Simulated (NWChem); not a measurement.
# CH$_{5}$ClOSi; SMILES CO[SiH2]Cl

```xyz
9

Si     0.8786    -0.0783     0.0443
Cl    -0.4937    -1.6281    -0.0420
O      0.1884     1.3292    -0.4625
C     -0.9115     1.9657     0.1348
H      1.9918    -0.3649    -0.8887
H      1.3230     0.0161     1.4634
H     -0.7096     2.2332     1.1879
H     -1.1229     2.8916    -0.4198
H     -1.8127     1.3291     0.1051
```
Atoms are numbered in this order, from 1.

Results from NWChem. Geometry: optimised at PBE0/def2-SVP. Level: PBE0/def2-SVP with SMD (1 M gas to 1 M solution), gas-phase geometry. Reactions with the solvent are ignored.

For solvent n-hexane:

```yaml
solvation free energy (kcal/mol): -2.3
cavity-dispersion-structure term (kcal/mol): -1.3
dipole in solution (D): 1.65
```

### Question
Estimate the same quantities for solvent water.

### Answer
The solvation free energy (kcal/mol) is 0.0 and the cavity-dispersion-structure term (kcal/mol) comes out as 3.1. The dipole in solution (D) comes out as 1.86.
